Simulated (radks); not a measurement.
Results of a calculation; reference values are marked as such.
Task: Coulomb parameter of the 3d shell of neutral copper in the model configuration [Ar] 3d9.5 4s1.5, as a second difference U = [E(n + 0.5) + E(n - 0.5) - 2 E(n)] / (0.5)^2 with all orbitals relaxed. "Bare": the charge of the atom changes with n. "Screened": the 4s shell takes up the change at fixed total charge, which measures U(3d,3d) + U(4s,4s) - 2 U(3d,4s). Code: a radial shooting solver on a logarithmic mesh with Libxc functionals. Model: Dirac Kohn-Sham, PBE, spin-unpolarised, spherical densities, point nucleus; open shells are shared between the two j in proportion to 2j + 1. Estimate both.

Result: U(bare) = 12.546 eV, U(screened by 4s) = 3.279 eV. The step up makes a negative ion, whose loosely bound charge lowers the bare value.
